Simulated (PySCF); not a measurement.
Work out the structure from these simulated measurements.

Formula: C5H14SSi.

* 1H NMR: chemical shifts (computed TMS as zero) by class: 4.51 (2 H), 1.93 (3 H), 1.05 (9 H) ppm [GIAO PBE0/pcSseg-1]
* 13C NMR: chemical shifts (computed TMS as zero) by class: 28.4 (3 C), 18.8 (1 C), 13.7 (1 C) ppm [GIAO PBE0/pcSseg-1]
* Valence photoelectron: vertical ionisation energy: 8.76 eV [ΔSCF B3LYP/def2-SVPD]
* Rotational structure: rotational constants A, B, C: 3.311, 0.949, 0.895 GHz [PBE0-D3(BJ)/def2-SVP]
* Triplet: lowest triplet excitation (Tamm–Dancoff): 4.98 eV [TDA B3LYP/def2-SVPD]
* UV, first state: lowest singlet excitation: 5.27 eV (235 nm, f = 0.003) [TDDFT B3LYP/def2-SVPD]

Gas-phase values; electronic properties from PySCF, density fitting. Levels stand in brackets. One conformer (not necessarily the lowest) at the PBE0-D3(BJ)/def2-SVP geometry, without solvent, vibrations or thermal averaging. NMR values are class means; diastereotopic atoms form classes of their own.

**Question.** Give a SMILES that accounts for the data.

**Answer.** Numbering: `[CH3:1][S:2][SiH2:3][C:4]([CH3:5])([CH3:6])[CH3:7]`. Its formula, C5H14SSi, gives 0 degrees of unsaturation, so no ring and no π bond. 5 carbons fall into 3 classes; from least to most shielded: methyl carbon [C5/C6/C7] (28.4 ppm, 3 C), sp3 carbon bound to silicon [C4] (18.8 ppm), S-methyl carbon [C1] (13.7 ppm). Hydrogen classes from least to most shielded: 2 H on an SiH2 silicon, Si3 (4.51 ppm), 3 H on an S-methyl carbon, C1 (1.93 ppm), 9 H on 3 methyl carbons, C5/C6/C7 (1.05 ppm, a mean of values up to 0.6 ppm apart in this geometry). The first electron is taken from the HOMO, whose largest Löwdin shares are 0.70 on the sulfur bonded to C and Si, 0.10 on the S-methyl carbon and 0.09 on the SiH2 silicon. The optimised geometry has point group Cs and is an asymmetric top. Structure: `CS[SiH2]C(C)(C)C`. Computed isomers that give other values at the same levels: `CCCCCS[SiH3]` (13C chemical shifts (computed TMS as zero) by class: 35.5 (1 C), 34.4 (1 C), 33.8 (1 C), 24.1 (1 C), 16.6 (1 C) ppm). The assignments are read from this structure; whether some other isomer fits the data as well wasn't checked.

Shape of the structure used: `[CH3:1][S:2][SiH2:3][C:4]([CH3:5])([CH3:6])[CH3:7]`: C1–S2–Si3–C4 180°, S2–Si3–C4–C5 60°.
